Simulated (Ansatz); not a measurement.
The same path of CH6BClOSi (11 atoms, charge 0, multiplicity 1) was run 3 times with different band settings. The coordinate that changes most is the dihedral O3–C2–Si4–H10.

These are results of RKS PBE0-D4/6-31G (Ansatz 0.2.0), not measurements.

Relaxed end points:

```xyz
11
Properties=species:S:1:pos:R:3
B -0.644 1.547 0.060
C -0.389 0.023 0.336
O -1.300 -0.649 1.047
Si 1.238 -0.877 -0.213
Cl -1.221 0.624 -1.733
H -1.611 2.035 0.559
H 0.316 2.212 -0.194
H -1.204 -1.623 1.054
H 2.101 -0.925 1.018
H 1.905 -0.137 -1.319
H 0.874 -2.287 -0.594
```

```xyz
11
Properties=species:S:1:pos:R:3
B -0.589 1.291 0.896
C -0.503 -0.053 0.088
O -1.647 -0.649 -0.264
Si 1.183 -0.922 -0.307
Cl -0.201 1.923 -1.066
H -1.675 1.672 1.206
H 0.371 1.585 1.546
H -1.566 -1.382 -0.908
H 2.310 0.047 -0.217
H 1.066 -1.552 -1.668
H 1.315 -2.018 0.715
```

Common settings: movable images 5; climbing image yes; optimiser quadratic models (default); start path IDPP; end points relaxed.

| run | spring | force threshold | iteration limit |
| --- | --- | --- | --- |
| 1 | 5.0 eV/Å² | 0.03 eV/Å | 40 |
| 2 | 0.5 eV/Å² | 0.03 eV/Å | 45 |
| 3 | 5.0 eV/Å² | 0.5 eV/Å | 60 |

(1) What does each run give, and how far can it be trusted?

Answers

(1) Run 1: converged after 6 iterations, highest image 0.076 eV above the first end. A vibrational analysis at the climbing image gives one clearly imaginary mode, 129i cm⁻¹: a first-order saddle point.
Run 2: converged after 6 iterations, highest image 0.076 eV above the first end. Another band between the same ends (5 images) ends at a top of the same energy, where a vibrational analysis finds 1 clearly imaginary mode.
Run 3: converged after 2 iterations, highest image 0.085 eV above the first end. The threshold of 0.5 eV/Å is loose, so the images may lie well off the minimum-energy path. The order of the stationary point at the top wasn't checked.
Limits of this set-up: no polarisation functions.
